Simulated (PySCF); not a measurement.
**Spinor energies of Tb³⁺ (terbium, charge +3)**

Start: [Xe] 4f7 6s1; 4f7/2 filled at m_j = -5/2, -3/2, -1/2, +1/2, +3/2, +5/2, +7/2; 6s1/2 filled at m_j = +1/2. Calculated with PySCF 2.14 in x2c-SVPall-2c with one added diffuse shell each of s, p, d, f type (8s11p10d4f1g, 128 functions): generalised Hartree-Fock with the X2C-1e Hamiltonian and a Gaussian nucleus; spin-orbit coupling (SO) screened by Boettger's factors. This is a chosen level, not necessarily the ground level.

| spinor shell | electrons | ε, screened SO (eV) | weight of nominal j (screened SO) | rms radius, screened SO (bohr) |
| --- | --- | --- | --- | --- |
| 1s1/2 | 2 | -52289.1 | 1.000 | 0.0245 |
| 2s1/2 | 2 | -8828.4 | 1.000 | 0.0990 |
| 2p1/2 | 2 | -8375.4 | 1.000 | 0.0847 |
| 2p3/2 | 4 | -7623.7 | 1.000 | 0.0912 |
| 3s1/2 | 2 | -2047.4 | 1.000 | 0.255 |
| 3p1/2 | 2 | -1849.9 | 1.000 | 0.246 |
| 3p3/2 | 4 | -1691.1 | 1.000 | 0.260 |
| 3d3/2 | 4 | -1354.4 | 0.994 | 0.232 |
| 3d5/2 | 6 | -1319.5 | 0.996 | 0.236 |
| 4s1/2 | 2 | -466.91 | 1.000 | 0.574 |
| 4p1/2 | 2 | -388.84 | 0.967 | 0.590 |
| 4p3/2 | 4 | -350.58 | 0.983 | 0.618 |
| 4d3/2 | 4 | -221.08 | 0.725 | 0.663 |
| 4d5/2 | 6 | -209.90 | 0.817 | 0.670 |
| 5s1/2 | 2 | -95.999 | 1.000 | 1.39 |
| 5p1/2 | 2 | -70.840 | 0.930 | 1.50 |
| 5p3/2 | 4 | -64.522 | 0.965 | 1.59 |
| 4f7/2 | 7 | -62.075 | 0.523 | 0.839 |
| 6s1/2 | 1 | -27.346 | 1.000 | 3.54 |

```tsv
quantity	screened SO
E (hartree)	-11706.78199
M_J	4
⟨J²⟩	20.003
⟨L²⟩	0.119
⟨S²⟩	19.877
```

Each row is a mean over spinors that exchange with the open shell spreads, by up to 20.740 eV (4d5/2).

Rows whose weight is well below 1 are mixtures of j = l ± 1/2: exchange outweighs spin-orbit coupling there, and the label is only the starting occupation.

Breit and QED terms are absent; they matter most for the inner s and p1/2 levels.

Densities and radii are taken from the X2C orbitals without a picture-change correction, which distorts them close to the nucleus.
